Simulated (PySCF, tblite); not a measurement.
Isomers of C5H7OPS, one GFN2-xTB conformer each. Single-point energies are computed at PBE0/pcSseg-1 (PySCF, gas phase, no added dispersion term), electronic only.

```json
{"SMILES": "C[P@@H](=O)c1ccsc1", "GFN2-xTB relative energy (kcal/mol)": "0.0"}
{"SMILES": "CSc1coc(C)p1", "GFN2-xTB relative energy (kcal/mol)": "33.2"}
{"SMILES": "CSc1occ(C)p1", "GFN2-xTB relative energy (kcal/mol)": "34.4"}
{"SMILES": "COc1pcc(C)s1", "GFN2-xTB relative energy (kcal/mol)": "37.2"}
```

Conformers: `[CH3:1][P@@H:2](=[O:3])[c:4]1[cH:5][cH:6][s:7][cH:8]1` with C1–P2–C4–C5 58°; `[CH3:1][S:2][c:3]1[cH:4][o:5][c:6]([CH3:7])[p:8]1` with C1–S2–C3–C4 180°; `[CH3:1][S:2][c:3]1[o:4][cH:5][c:6]([CH3:7])[p:8]1` with C1–S2–C3–O4 0°; `[CH3:1][O:2][c:3]1[p:4][cH:5][c:6]([CH3:7])[s:8]1` with C1–O2–C3–P4 180°.

Problem. What does PBE0/pcSseg-1 give for the same structures?

Solution. 
```csv
SMILES,PBE0/pcSseg-1 E (Eh),PBE0/pcSseg-1 (kcal/mol),GFN2-xTB (kcal/mol),point group
C[P@@H](=O)c1ccsc1,-1008.87503,0.0,0.0,C1
CSc1coc(C)p1,-1008.84339,19.9,33.2,Cs
CSc1occ(C)p1,-1008.84177,20.9,34.4,Cs
COc1pcc(C)s1,-1008.83619,24.4,37.2,Cs
```

Both levels put the same isomer lowest; measured from each level's own lowest isomer, the values differ by up to 13.5 kcal/mol (CSc1occ(C)p1: 34.4 against 20.9). As drawn, the lowest has a P=O bond, which the highest lacks. Neighbours under 2.5 kcal/mol apart (CSc1coc(C)p1 and CSc1occ(C)p1) can change places with a better method, another conformer or zero-point energy.

Problem. Which frontier levels, dipoles and rotational constants go with these structures?

Solution. 
```json
{"SMILES": "C[P@@H](=O)c1ccsc1", "HOMO (eV, PBE0/pcSseg-1)": "-7.42", "LUMO (eV)": "-0.90", "dipole (D)": "4.11", "A, B, C (MHz)": "3449, 881.3, 754.0"}
{"SMILES": "CSc1coc(C)p1", "HOMO (eV, PBE0/pcSseg-1)": "-6.01", "LUMO (eV)": "-0.81", "dipole (D)": "0.98", "A, B, C (MHz)": "3603, 933.2, 748.2"}
{"SMILES": "CSc1occ(C)p1", "HOMO (eV, PBE0/pcSseg-1)": "-5.82", "LUMO (eV)": "-0.71", "dipole (D)": "2.62", "A, B, C (MHz)": "3819, 907.5, 740.1"}
{"SMILES": "COc1pcc(C)s1", "HOMO (eV, PBE0/pcSseg-1)": "-5.92", "LUMO (eV)": "-0.79", "dipole (D)": "3.00", "A, B, C (MHz)": "2447, 1237, 830.0"}
```

Problem. What happens when harmonic zero-point energies from GFN2-xTB frequencies are added?

Solution. 
```
            SMILES  ZPE (kcal/mol)  electronic (kcal/mol)  with ZPE (kcal/mol)
C[P@@H](=O)c1ccsc1            66.3                    0.0                  0.0
      CSc1coc(C)p1            67.8                   19.9                 21.4
      CSc1occ(C)p1            67.8                   20.9                 22.4
      COc1pcc(C)s1            67.9                   24.4                 26.0
```

The zero-point energies span 1.6 kcal/mol. The order is unchanged.
